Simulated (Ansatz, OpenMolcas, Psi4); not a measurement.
**SnO (tin(ii) oxide): methods side by side**

SnO has 2 atoms, charge 0, and is taken as a singlet. SMILES: `[O]=[Sn]`. Geometry: relaxed at PBE0-D4/def2-TZVP.

```xyz
2

O     0.0000    0.0000   -0.0071
Sn    0.0000    0.0000    1.8107
```

Each level gives the electronic atomisation energy (eV). The values are calculated. Electronic energies at fixed atoms, without zero-point motion or spin-orbit coupling.

```csv
level,kind,program,value (eV),CPU time (all runs)
HF/def2-TZVPPD (core potential),Hartree–Fock,OpenMolcas,1.75,12 s
SVWN5/def2-TZVPPD (core potential),LDA,OpenMolcas,7.27,27 s
revPBE/def2-TZVPPD (core potential),GGA,OpenMolcas,5.82,37 s
r2SCAN/def2-TZVPPD (core potential),meta-GGA,OpenMolcas,5.67,88 s
M06-2X/def2-TZVPPD (core potential),hybrid meta-GGA,OpenMolcas,5.09,42 s
wB97X-V/def2-TZVPPD (core potential),range-separated hybrid,Psi4,5.61,33 s
"DSD-PBEP86/def2-TZVPPD (core potential, density fitting for correlation)",double hybrid,Psi4,5.76,14 s
MP2/def2-TZVPPD (core potential),perturbation theory,Psi4,6.19,12 s
FCI/STO-3G,exact in the basis,Ansatz,5.25,1.3 s
```

All-electron rows without a relativistic Hamiltonian named are non-relativistic, while core potentials hold scalar relativity, so basis and relativity change together. The values span 1.75 to 7.27 eV. High-level rows in very small sets aren't better than simpler rows in larger ones. In the correlated wave-function rows the outer d shell of Sn is correlated, in sets not made for it. CPU times are rough (shared hosts, several kinds of processor): they show what a rung costs within a factor of a few.
